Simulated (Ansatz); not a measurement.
`[CH3][GaH][Se]C` + CH₃NH₂ → `C[NH][GaH][CH3]` + `C[SeH]` at 600 K and 1 bar (ligand exchange at a Ga–Se bond).

Isolated molecules relaxed with PBE0-D4/def2-TZVP in Ansatz; ΔE leaves out vibrations. CCSD(T)/CBS is the MP2 limit (def2-TZVPP, def2-QZVPP) plus CCSD(T) − MP2 in def2-TZVPP, frozen cores. For Ga, Se outer-core shells are correlated without core-valence functions, which leaves a few kJ/mol of doubt a bond. Scalar relativity is left out up to krypton. Each species was taken in one conformer, which may not be the lowest.

```csv
species,CCSD(T)/CBS energy (Eh),H − E (kJ/mol),S (J/(mol·K))
`[CH3][GaH][Se]C`,-4405.00109,277.3,491.2
CH₃NH₂,-95.75281,199.3,283.8
`C[NH][GaH][CH3]`,-2059.57505,317.5,455.4
`C[SeH]`,-2441.15625,149.5,312.9
```

H − E and S are ideal-gas, rigid-rotor, harmonic terms from PBE0-D4/def2-TZVP, for one conformer and one mirror image of each species. 1 Eh = 2625.50 kJ/mol, R = 8.31446 J/(mol·K).

**Question.** By hand: ΔE, ΔH, ΔS and ΔG.

**Answer.** ΔE = (-2059.57505) + (-2441.15625) − (-4405.00109) − (-95.75281) = 0.02260 Eh = 59.3 kJ/mol. Δ(H − E) = 317.5 + 149.5 − 277.3 − 199.3 = -9.6, so ΔH = 49.7 kJ/mol. ΔS = 455.4 + 312.9 − 491.2 − 283.8 = -6.7 J/(mol·K). ΔG = 49.7 − 600 × (-6.7)/1000 = 53.7 kJ/mol.

**Question.** By hand: the equilibrium constant, and the temperature at which ΔG would vanish if ΔH and ΔS stayed fixed.

**Answer.** log₁₀ K = −ΔG/(RT ln 10) = -4.7. ΔH and −TΔS have one sign here, so there is no such temperature.

The number of gas molecules stays the same, so ΔS is small and ΔH decides. A doubt of 5 kJ/mol in ΔE shifts log₁₀ K by 0.4 here. Other conformers and mirror images would add mixing entropy, several J/(mol·K) or more a flexible species. Modes under 60 cm⁻¹, often nearly free rotors, make the harmonic entropy too high. These are equilibria of isolated gas molecules and say nothing of rates. Largest T1 diagnostic: 0.013 (customary marks: 0.02 for closed shells, 0.045 for open ones).

ΔS is within the doubt of such terms, so its sign, and with it that verdict, could turn.
